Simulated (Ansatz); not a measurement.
Consider the redistribution: `[BH2][GaH][F]` + `C=N[SiH2]C` → `B[SiH2]N=C` + `[CH3][GaH][F]`.

Calculated with Ansatz (gas phase, PBE0-D4/def2-TZVP geometries, no zero-point term in ΔE). CCSD(T)/CBS adds triple-zeta CCSD(T) − MP2 to the extrapolated MP2 energy (def2 sets, frozen cores). DFT in def2-TZVPP. B3LYP here is the variant with VWN-RPA as its local correlation; programs differ in this. For Ga outer-core shells are correlated without core-valence functions, which leaves a few kJ/mol of doubt a bond. Scalar relativity is left out up to krypton. Each species was taken in one conformer, which may not be the lowest.

(1) Is it downhill or uphill in electronic energy at CCSD(T)/CBS, and by how much? (Estimate.)

(2) What do these levels give: LDA (SPW92), PBE0-D4, PBE0, B3LYP, r2SCANh, r2SCAN0, BHLYP, HF/def2-SVP, HF/def2-TZVPP, HF/def2-QZVPP, MP2/def2-QZVPP, SCS-MP2/def2-QZVPP? (Estimate.)

Largest T1 diagnostic among the species: 0.014.

Answers

(1) Ansatz gave: Uphill: ΔE = +15.6 kJ/mol.

(2) The calculation gave: LDA (SPW92) 11.2, PBE0-D4 14.7, PBE0 14.3, B3LYP 16.0, r2SCANh 15.6, r2SCAN0 16.2, BHLYP 18.2, HF/def2-SVP 19.6, HF/def2-TZVPP 19.9, HF/def2-QZVPP 20.2, MP2/def2-QZVPP 16.2, SCS-MP2/def2-QZVPP 16.8 kJ/mol.

In def2-TZVPP, CCSD(T) changes the Hartree–Fock value by −5.0 kJ/mol (the triples alone add −0.8 kJ/mol) and MP2 by −4.2 kJ/mol. From BLYP to BHLYP (50 % exact exchange), in def2-TZVPP and without D4, ΔE moves by +3.7 kJ/mol. Leaving LDA and LC-ωPBE aside and taking each functional with its dispersion term where it has one, the values, not all of them listed here, spread over 6.5 kJ/mol, from PBE-D4 to ωB97M-V.
